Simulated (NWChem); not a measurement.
Species: AlH₃SO₂; SMILES [OH][Al]([OH])[SH]

```xyz
7

Al    -0.0125     0.4431     0.0000
O     -1.4012     1.4153     0.0000
H     -2.3151     1.1304     0.0000
O      1.5265     1.1535     0.0000
H      1.6893     2.0980     0.0000
S     -0.0919    -1.7322     0.0000
H      1.2569    -1.8253     0.0000
```
Atoms are numbered in this order, from 1.

Results from NWChem. Coordinates come from a PBE0/def2-SVP optimisation. Ions are spin-unrestricted doublets at the neutral geometry; other ion states weren't tried.

Task: Predict the results for PBE/def2-SVP. Quantities: −ε(HOMO) (eV).

Result: 
```yaml
"−ε(HOMO) (eV)": 6.14
```
